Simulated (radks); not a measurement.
Values are calculated unless marked as measured or tabulated.
Ionisation ladder of oxygen, from O I to O VIII. Each ion is in the ground configuration listed by NIST, and IE = E(next ion) - E(this ion), with E = 0 for the bare nucleus. Level of theory: scalar-relativistic Kohn-Sham, PBE, spin-unpolarised, spherical densities, point nucleus (a radial shooting solver on a logarithmic mesh with Libxc functionals).

| species | configuration | E (hartree) | IE, Delta-SCF (eV) | -e(HOMO) (eV) | HOMO | <r> HOMO (bohr) | IE, NIST (eV) | kind | error (eV) |
|---|---|---|---|---|---|---|---|---|---|
| O I | [He] 2s2 2p4 | -75.00183 | 16.431 | 9.031 | 2p | 1.27 | 13.618 | exp. | +2.813 |
| O II | [He] 2s2 2p3 | -74.39802 | 33.586 | 24.450 | 2p | 1.11 | 35.121 | exp. | -1.535 |
| O III | [He] 2s2 2p2 | -73.16376 | 53.869 | 43.242 | 2p | 1.00 | 54.936 | semi-emp. | -1.067 |
| O IV | [He] 2s2 2p1 | -71.18412 | 76.904 | 64.957 | 2p | 0.920 | 77.414 | exp. | -0.509 |
| O V | [He] 2s2 | -68.35794 | 114.28 | 102.72 | 2s | 0.931 | 113.90 | exp. | +0.4 |
| O VI | [He] 2s1 | -64.15806 | 137.16 | 125.87 | 2s | 0.895 | 138.12 | semi-emp. | -1.0 |
| O VII | [He] | -59.11736 | 749.36 | 692.27 | 1s | 0.197 | 739.33 | theory | +10.0 |
| O VIII | 1s1 | -31.57894 | 859.31 | 806.53 | 1s | 0.189 | 871.41 | theory | -12.1 |

Reference values: NIST Atomic Spectra Database (exp. = measured, semi-emp. = semi-empirical, theory = theoretical value adopted there). The ionisation energy per charge of the ion left behind rises most, in proportion, at O VII ([He]), from 22.861 to 107.05 eV. Against the entries that are not theoretical the mean signed error is +2.2 % and the largest +20.7 %. Spin polarisation and multiplet splitting are left out, so open shells lie too high by an amount that depends on their filling.

Beside tabulated values, note that spin-unpolarised runs miss the spin-polarisation part of the exchange energy of open shells.
